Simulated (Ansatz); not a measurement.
Si₈Sn₂H₁₈, an alloyed cluster cut from the lattice of silicon (2 Sn, side). Total charge 0; triplet. Geometry PBE0-D4/def2-SVP, that of the neutral singlet; atoms count from 1.

```xyz
28

Sn    0.386    2.941    1.132
Si    2.543    2.038   -2.500
Si   -1.352   -0.344    2.703
Si   -0.949   -3.777    1.149
Si    0.602   -0.710   -0.586
Si   -0.790    0.695    0.676
Si    1.047    0.241   -2.687
Sn    1.372    3.964   -1.259
Si   -0.465   -2.775   -0.917
Si   -2.447   -2.378    2.291
H    -0.692    4.033    1.903
H     1.692    2.644    2.207
H     3.023    2.480   -3.848
H     3.729    1.594   -1.700
H    -2.197    0.573    3.533
H    -0.081   -0.616    3.447
H    -1.522   -5.148    0.963
H     0.314   -3.892    1.945
H     1.884   -0.921    0.162
H    -2.036    0.939   -0.123
H    -0.250    0.726   -3.257
H     1.594   -0.810   -3.604
H     0.063    4.535   -2.213
H     2.445    5.277   -0.988
H    -1.749   -2.515   -1.644
H     0.388   -3.664   -1.769
H    -3.638   -2.123    1.419
H    -2.915   -3.009    3.566
```

In the def2 sets Sn takes a core potential; there is no spin–orbit coupling. At PBE0-D4/def2-SVP a singlet of charge 0 lies 4.49 eV below the triplet at the same geometry.

Problem. Estimate the Mulliken populations from the PBE0/def2-SVP orbitals of Ansatz.

Solution. 
| atom | charge (e) | spin (α − β) |
| --- | --- | --- |
| Sn1 | 0.22 | 0.55 |
| Si2 | 0.00 | 0.02 |
| Si3 | 0.06 | 0.20 |
| Si4 | 0.05 | -0.01 |
| Si5 | -0.10 | -0.03 |
| Si6 | -0.15 | 0.49 |
| Si7 | 0.06 | 0.02 |
| Sn8 | 0.16 | 0.41 |
| Si9 | 0.08 | 0.05 |
| Si10 | 0.04 | 0.15 |
| H11 | -0.06 | 0.00 |
| H12 | -0.06 | -0.02 |
| H13 | -0.01 | 0.02 |
| H14 | -0.02 | 0.00 |
| H15 | -0.01 | -0.01 |
| H16 | -0.02 | -0.01 |
| H17 | -0.02 | 0.01 |
| H18 | -0.02 | 0.00 |
| H19 | 0.01 | 0.00 |
| H20 | 0.02 | -0.03 |
| H21 | -0.02 | 0.00 |
| H22 | -0.01 | 0.00 |
| H23 | -0.06 | 0.00 |
| H24 | -0.06 | 0.11 |
| H25 | -0.02 | 0.00 |
| H26 | -0.02 | 0.02 |
| H27 | -0.02 | -0.01 |
| H28 | -0.03 | 0.06 |
Mulliken values and Mayer orders depend strongly on the basis.

Problem. Where does the spin sit?

Solution. Summed by element: Sn 0.96, Si 0.90, H 0.14, of 2 unpaired in all. Largest on single atoms: Sn1 0.55, Si6 0.49, Sn8 0.41.

Problem. And the Mayer bond orders between bonded heavy atoms (over 0.3)?

Solution. Sn1–Si6 0.54 (2.58 Å); Sn1–Sn8 0.48 (2.78 Å); Si2–Si7 0.96 (2.35 Å); Si2–Sn8 0.92 (2.57 Å); Si3–Si6 0.89 (2.35 Å); Si3–Si10 0.87 (2.35 Å); Si4–Si9 0.95 (2.35 Å); Si4–Si10 0.95 (2.35 Å); Si5–Si6 0.96 (2.35 Å); Si5–Si7 0.91 (2.35 Å); Si5–Si9 0.92 (2.35 Å).
